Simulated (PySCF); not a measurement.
Simulated absorption spectrum

Compound: C5H8Cl2Si.
Geometry (GFN2-xTB, Å), atoms numbered from 1 in this order:
```xyz
16
C5H8Cl2Si angstrom
Si     2.0056    0.3746    0.3921
C      0.2249   -0.2640    0.6769
C     -0.7836    0.8809    0.5880
Cl    -2.1483    0.6753    1.7622
C     -1.3363    0.7691   -0.7913
C     -1.0081   -0.3854   -1.3541
C     -0.1872   -1.2255   -0.4373
Cl    -1.2305   -2.5731    0.1778
H      2.9078   -0.7745    0.4255
H      2.0577    1.0262   -0.9172
H      2.3196    1.3317    1.4507
H      0.1687   -0.7529    1.6499
H     -0.3675    1.8610    0.8227
H     -1.9632    1.5343   -1.2127
H     -1.3161   -0.7399   -2.3214
H      0.6489   -1.7288   -0.9232
```

Method: PySCF, TDDFT CAM-B3LYP/def2-SVPD, vertical, gas phase, core orbitals frozen in the response.

Computed states:

```tsv
state	E (eV)	f
S1	6.23	0.075
S2	6.26	0.0000
S3	6.51	0.013
S4	6.60	0.161
S5	6.81	0.031
S6	7.29	0.0001
S7	7.57	0.0000
S8	7.65	0.0018
```

Broadening: Gaussians 0.25 eV wide at half height, area fixed by f = 4.319×10⁻⁹ ∫ε dν̃. The width is an assumption, not a result. The curve ends short of the highest state used, and states not computed would add to its high-energy end.

(1) What does the envelope look like, and where are its maxima?

(2) On this curve, what absorbance would a 10⁻³ mol/L sample give at 193 nm over a 1 cm path?

(3) Coming from long wavelengths, where does ε first pass 100 L mol⁻¹ cm⁻¹?

Answers

(1) 
(E (eV), ε (L mol⁻¹ cm⁻¹)): (5.85, 14), (5.88, 36), (5.90, 65), (5.92, 115), (5.94, 196), (5.96, 321), (5.99, 633), (6.01, 951), (6.03, 1379), (6.05, 1930), (6.07, 2607), (6.09, 3399), (6.12, 4736), (6.14, 5653), (6.16, 6513), (6.18, 7247), (6.20, 7788), (6.22, 8090), (6.25, 8061), (6.27, 7751), (6.29, 7279), (6.31, 6734), (6.33, 6222), (6.36, 5757), (6.38, 5793), (6.40, 6190), (6.42, 6983), (6.44, 8165), (6.46, 9684), (6.49, 12373), (6.51, 14233), (6.53, 15954), (6.55, 17371), (6.57, 18345), (6.60, 18786), (6.62, 18372), (6.64, 17453), (6.66, 16137), (6.68, 14562), (6.70, 12875), (6.73, 10408), (6.75, 8934), (6.77, 7648), (6.79, 6552), (6.81, 5625), (6.83, 4831), (6.86, 3818), (6.88, 3222), (6.90, 2675), (6.92, 2174), (6.94, 1724), (6.97, 1154), (6.99, 849), (7.01, 605), (7.03, 417), (7.05, 278)

Maxima: 199 nm (6.23 eV), ε about 8100, made up of S1 (99%); 188 nm (6.60 eV), ε about 19000, made up of S4 (92%) (ε in L mol⁻¹ cm⁻¹; maxima over ε = 5, shares over 10%).

(2) 193 nm is 6.424 eV, where ε is about 7200 L mol⁻¹ cm⁻¹, so A = ε c l ≈ 7.2 (Beer–Lambert, with the gas-phase spectrum and the assumed width).

(3) At about 210 nm (5.92 eV), 0.31 eV below S1.

One conformer stands for the species.
